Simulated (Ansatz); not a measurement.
Total energies of the cluster Li₈ (the lowest singlet isomer of a short search) from Ansatz at r2SCAN/def2-TZVP, gas phase (1 Eh = 27.2114 eV = 2625.5 kJ/mol). The reference geometry is relaxed at PBE0/def2-TZVP.

| atom | x (Å) | y (Å) | z (Å) |
| --- | --- | --- | --- |
| Li1 | 0.797 | 1.823 | 1.635 |
| Li2 | 0.239 | -0.865 | -2.440 |
| Li3 | 2.051 | 1.169 | -1.064 |
| Li4 | -1.605 | 1.625 | -0.905 |
| Li5 | 1.589 | -1.597 | 0.970 |
| Li6 | -1.614 | -2.003 | -0.297 |
| Li7 | -1.460 | -0.147 | 2.115 |
| Li8 | 0.004 | -0.007 | -0.014 |

```tsv
state	geometry	energy (Eh)
charge 0 singlet	reference	-60.10085
charge 1 doublet	reference	-59.93966
free Li atom (doublet)	–	-7.47953
```

(1) Work out the vertical ionisation energy to the doublet.

(2) What is the binding energy per atom against free atoms?

(1) E(charge 1 doublet) − E(charge 0 singlet) = -59.93966 − (-60.10085) = 0.16119 Eh = 4.39 eV. For comparison, −ε of the highest occupied level is 2.96 eV at this level, 1.43 eV less.

(2) Atoms: 8 × (-7.47953) = -59.83624 Eh. Binding: -59.83624 − (-60.10085) = 0.26461 Eh = 7.20 eV, or 0.90 eV for each of 8 atoms (no zero-point energy, no counterpoise term).

The restricted singlet is unstable towards broken spin symmetry in Hartree–Fock (as tested in another run); at r2SCAN/def2-TZVP this wasn't settled. 

The structure comes from a short search, and lower isomers may exist.
